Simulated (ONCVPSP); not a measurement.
## Building the ONCV potential for Zn (Z = 30) (PBE, scalar-relativistic).

* Element: Zn
* Generator: ONCVPSP 4.0.1
* Type: optimised norm-conserving Vanderbilt (ONCV)
* Functional: PBE
* Relativity: scalar-relativistic
* Frozen core: [Ne]
* Valence charge: 20
* Reference configuration: 3s2 3p6 3d10 4s1.5 (charge +0.5)
* Partial waves: 3s+4s: rc 0.90 bohr, ncon 3, nbas 8, qcut 13.8 1/bohr, 2 projectors; 3p: rc 0.90 bohr, ncon 4, nbas 7, qcut 19 1/bohr, 2 projectors, debl 0.7 Ha; 3d: rc 1.10 bohr, ncon 4, nbas 9, qcut 16.2 1/bohr, 2 projectors, debl 0.9 Ha
* Local potential: polynomial inside 0.65 bohr (lpopt 5, dvloc0 0 Ha)
* Core correction: polynomial model core, fcfact 0.65

In the p channel the program set the typed energies aside and used -3.235, 0.250 Ha.

All-electron outer shells of the reference configuration (PBE, scalar-relativistic, ld1.x):

```
shell  level (eV)  outermost node (bohr)  outermost maximum (bohr)
   2p    -1008.58                      –                      0.15
   3s     -133.85                   0.28                      0.59
   3p      -88.02                   0.25                      0.59
   3d      -14.74                      –                      0.57
   4s       -9.84                   0.85                      2.04
```

Calculated quality:

- Cutoffs needed: 94 Ha and 120 Ha (the cutoffs (Ha) at which the residual kinetic energy of the hardest occupied pseudo-wave falls to 1 and 0.1 mHa per electron)
- Ghost test: no bound ghost flagged; GHOST(+) flags only above 600 eV
- Largest excitation error: +10.0 meV (all-electron minus pseudo) for 3s2 3p6 3d9 4s2, out of 4 test configurations
- rms error of d²Exc/dni dnj: 1.63 mHa without and 1.47 mHa with the model core

Generation and tests took about 3.8 s on one core of a shared server CPU.
